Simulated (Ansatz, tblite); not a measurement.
Removing and adding an electron: Ga2Cl3 (the lowest doublet isomer of a short search). The state is a doublet with charge 0. Geometry: r2SCAN-D4/def2-SVP. Ansatz, gas phase; energy differences of separate SCF runs; the oxidised species is a singlet (the triplet lies 2.18 eV higher at PBE0-D4/def2-TZVP); the reduced species is a singlet (the triplet lies 1.20 eV higher at PBE0-D4/def2-TZVPD).

```csv
atom,x (Å),y (Å),z (Å)
Ga1,-0.129,-1.471,0.956
Ga2,0.081,0.807,-0.116
Cl3,-0.307,-3.228,-0.307
Cl4,1.997,1.790,-0.278
Cl5,-1.643,2.103,-0.255
```

The xTB rows come from tblite. The structure comes from a short search, and lower isomers may exist.

Question: Estimate orbital energies and vertical ionisation energies and electron affinities at: GFN1-xTB; GFN2-xTB; PBE-D4/def2-TZVP; PBE-D4/def2-TZVPD; r2SCAN-D4/def2-TZVP; r2SCAN-D4/def2-TZVPD; PBE0-D4/def2-TZVP; PBE0-D4/def2-TZVPD.

Answer: 
```json
{"level": "GFN1-xTB", "−HOMO (eV)": "–", "vertical IE (eV)": "11.82", "−LUMO (eV)": "–", "vertical EA (eV)": "7.55", "HOMO–LUMO gap (eV)": "–", "IE − EA (eV)": "4.27"}
{"level": "GFN2-xTB", "−HOMO (eV)": "–", "vertical IE (eV)": "12.28", "−LUMO (eV)": "–", "vertical EA (eV)": "7.47", "HOMO–LUMO gap (eV)": "–", "IE − EA (eV)": "4.81"}
{"level": "PBE-D4/def2-TZVP", "−HOMO (eV)": "5.54", "vertical IE (eV)": "8.06", "−LUMO (eV)": "4.74", "vertical EA (eV)": "–", "HOMO–LUMO gap (eV)": "0.80", "IE − EA (eV)": "–"}
{"level": "PBE-D4/def2-TZVPD", "−HOMO (eV)": "5.60", "vertical IE (eV)": "–", "−LUMO (eV)": "4.80", "vertical EA (eV)": "2.49", "HOMO–LUMO gap (eV)": "0.81", "IE − EA (eV)": "–"}
{"level": "r2SCAN-D4/def2-TZVP", "−HOMO (eV)": "5.91", "vertical IE (eV)": "8.31", "−LUMO (eV)": "4.46", "vertical EA (eV)": "–", "HOMO–LUMO gap (eV)": "1.45", "IE − EA (eV)": "–"}
{"level": "r2SCAN-D4/def2-TZVPD", "−HOMO (eV)": "5.94", "vertical IE (eV)": "–", "−LUMO (eV)": "4.49", "vertical EA (eV)": "2.42", "HOMO–LUMO gap (eV)": "1.45", "IE − EA (eV)": "–"}
{"level": "PBE0-D4/def2-TZVP", "−HOMO (eV)": "6.49", "vertical IE (eV)": "8.26", "−LUMO (eV)": "3.96", "vertical EA (eV)": "–", "HOMO–LUMO gap (eV)": "2.53", "IE − EA (eV)": "–"}
{"level": "PBE0-D4/def2-TZVPD", "−HOMO (eV)": "6.53", "vertical IE (eV)": "–", "−LUMO (eV)": "4.00", "vertical EA (eV)": "2.44", "HOMO–LUMO gap (eV)": "2.53", "IE − EA (eV)": "–"}
```

   HOMO and LUMO are the levels of the spin that leaves or enters (xTB has no such levels and no spin-polarisation term). Other spin states of the ions may lie lower, which would lower the ionisation energy or raise the affinity. Raw xTB energy differences between charge states are shifted by several eV; the methods need an empirical correction for them.
